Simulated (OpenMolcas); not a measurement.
## Te+: RASPT2 settings compared

```json
{
 "Program": "OpenMolcas 26.06",
 "Basis": "ANO-RCC-VTZP [7s6p4d2f1g]",
 "Scalar Hamiltonian": "DKH2, point nucleus",
 "Active space": "5 electrons in 9 orbitals (RAS2 5s 5p; RAS3 5d, at most 2 electrons)",
 "State averaging": "2S+1 = 4 odd, 1 root; 2S+1 = 2 odd, 8 roots; 2S+1 = 4 even, 3 roots (0 in the spin-orbit step)",
 "Spin-orbit coupling": "RASSI with atomic mean-field integrals over the reference wave functions, term energies averaged over their components"
}
```

Methods on the same reference wave functions:
A. RASSCF
B. SS-RASPT2, IPEA 0 Eh, sigma2 regulariser 0.2 Eh (closed shells correlated: 4d)
C. SS-RASPT2, IPEA 0.35 Eh, sigma2 regulariser 0.1 Eh (closed shells correlated: 4s 4p 4d)
D. SS-RASPT2, IPEA 0.4 Eh, imaginary shift 0.3 Eh (closed shells correlated: 4d)

Energies in cm⁻¹ above 5s² 5p³ ⁴S°_3/2, the measured ground level; measured values from NIST Handbook of Basic Atomic Spectroscopic Data.

```csv
Level,A,B,C,D,Measured
5s² 5p³ ⁴S°_3/2,0.0,0.0,0.0,0.0,0.0
5s² 5p³ ²D°_3/2,13623,11001,11030,11215,10222
5s² 5p³ ²D°_5/2,15467,12755,12789,12966,12422
5s² 5p³ ²P°_1/2,23862,21479,21480,21749,20547
5s² 5p³ ²P°_3/2,26381,24010,24016,24265,24032
```

Deviations, from unrounded energies. A percentage is the sum of absolute deviations over the sum of measured energies, with the sign that they share, or ± where signs differ.

| Against measurement | Levels | A | B | C | D |
| --- | --- | --- | --- | --- | --- |
| mean absolute deviation (cm-1) | 4 | 3000 | 520 | 530 | 740 |
| other terms of the ground configuration (%) | 4 | +18.0 | ±3.1 | ±3.2 | +4.4 |

B, C lie about equally close to measurement and A furthest from it. The largest miss of B in the table is 5s² 5p³ ²P°_1/2, by +930 cm-1. The ranking rests on the paired levels alone, and a cruder setting can come out closer through cancelling errors.

Among B to D the level of the table that moves most is 5s² 5p³ ²P°_1/2, by 270 cm-1 (lowest in B, highest in D).

From A to B the spin-free energies of the other terms of 5s² 5p³ shown, above ⁴S°, scale by factors of 0.81 to 0.89.

The lowest spin-free term lies below A's lowest term by 0.457 hartree in B, 0.614 hartree in C, 0.453 hartree in D.

Some high roots are left out of the spin-orbit mixing, which shifts the levels that they would mix with. Active for correlation alone: 5d; no level in the range computed is led by a configuration that fills it, so any true level of that kind is missing. Computed and measured levels are paired by configuration, term and J; levels that our copy of the source lacks, or whose pairing is in doubt (as where it misses far off the trend of its configuration), stay unpaired and out of the deviations. Levels of configurations outside the active space are missing.

° marks odd parity.
